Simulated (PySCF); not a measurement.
## Working with the constants of TiF⁻

ROHF-CCSD(T) constants of TiF⁻, triplet, unpaired electrons π ↑, δ ↑ (basis Ti def2-TZVPPD, F def2-TZVPPD; no relativity; PySCF 2.14; masses 47.9479 and 18.9984 u):

```
ωe                      : 551.8 cm⁻¹
ωexe                    : 4.02 cm⁻¹
Be                      : 0.34416 cm⁻¹
αe                      : 0.00307 cm⁻¹
D (centrifugal)         : 5.35e-07 cm⁻¹
De to Ti (3d2 4s2) + F⁻ : 3.26 eV
```

(1) Give the vibrational terms G(v) and spacings up to v = 6.

(2) How well does the Morse estimate ωe²/(4ωexe) reproduce De, and what is D0?

Correlated steps freeze 6 core orbitals. For an ion De counts to the pair picked by the measured ionisation energies or electron affinities, which need not be the lowest pair at this level. The state is the lowest single determinant that the PBE0 search found; with open d or f shells the true ground state can be another one.

Answers

(1) G(v) = ωe(v+½) − ωexe(v+½)².

```json
{"v": "0", "G(v) (cm⁻¹)": "275", "G(v) − G(v−1)": "", "Bv (cm⁻¹)": "0.3426"}
{"v": "1", "G(v) (cm⁻¹)": "819", "G(v) − G(v−1)": "544", "Bv (cm⁻¹)": "0.3396"}
{"v": "2", "G(v) (cm⁻¹)": "1354", "G(v) − G(v−1)": "536", "Bv (cm⁻¹)": "0.3365"}
{"v": "3", "G(v) (cm⁻¹)": "1882", "G(v) − G(v−1)": "528", "Bv (cm⁻¹)": "0.3334"}
{"v": "4", "G(v) (cm⁻¹)": "2402", "G(v) − G(v−1)": "520", "Bv (cm⁻¹)": "0.3303"}
{"v": "5", "G(v) (cm⁻¹)": "2913", "G(v) − G(v−1)": "512", "Bv (cm⁻¹)": "0.3273"}
{"v": "6", "G(v) (cm⁻¹)": "3417", "G(v) − G(v−1)": "504", "Bv (cm⁻¹)": "0.3242"}
```

(2) It gives 2.35 eV, 72 % of the computed De. D0 = De − G(0) = 3.26 − 0.03 = 3.23 eV.
